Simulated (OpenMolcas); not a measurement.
# Levels of Ar6+ by method

| Item | Value |
| --- | --- |
| Program | OpenMolcas |
| Basis | ANO-R2 [5s4p3d1f] |
| Scalar Hamiltonian | X2C, finite nucleus |
| Active space | 2 electrons in 4 orbitals (3s 3p) |
| State averaging | 2S+1 = 3 even, 3 roots; 2S+1 = 1 even, 7 roots (6 in the spin-orbit step); 2S+1 = 3 odd, 3 roots; 2S+1 = 1 odd, 3 roots |
| Spin-orbit coupling | RASSI with atomic mean-field integrals over the reference wave functions, term energies averaged over their components |

Methods on the same reference wave functions:
A. CASSCF
B. SS-CASPT2, IPEA 0.25 Eh, imaginary shift 0.1 Eh (closed shells correlated: 2s 2p)

Energies in eV above 3s2 1S0, the measured ground level; measured values from Saloman, J. Phys. Chem. Ref. Data 39, 033101 (2010).

```csv
Level,A,B,Measured
3s2 1S0,0.0000,0.0000,0.0000
3s 3p 3P* 0,14.1554,14.134,14.0227
3s 3p 3P* 1,14.2509,14.229,14.1225
3s 3p 3P* 2,14.4481,14.426,14.3313
3s 3p 1P* 1,23.1549,21.484,21.1668
```

Deviations, from unrounded energies. A percentage is the sum of absolute deviations over the sum of measured energies, with the sign that they share, or ± where signs differ.

| Against measurement | Levels | A | B |
| --- | --- | --- | --- |
| mean absolute deviation (cm-1) | 4 | 4800 | 1300 |
| other configurations (%) | 4 | +3.7 | +1.0 |

B lies closest to measurement on these levels. The largest miss of B in the table is 3s 3p 1P* 1, by +2600 cm-1. The ranking rests on the paired levels alone, and a cruder setting can come out closer through cancelling errors.

The lowest spin-free term lies below A's lowest term by 0.186 hartree in B.

Over all roots computed the reference weight is 0.92 to 0.99 in B; the roots of lowest weight are the least certain, and an intruder state may touch them. Computed and measured levels are paired by configuration, term and J; levels that our copy of the source lacks, or whose pairing is in doubt (as where it misses far off the trend of its configuration), stay unpaired and out of the deviations. Levels of configurations outside the active space are missing. Levels that lie high or do not pair safely by name in every column are left out.

* marks odd parity.
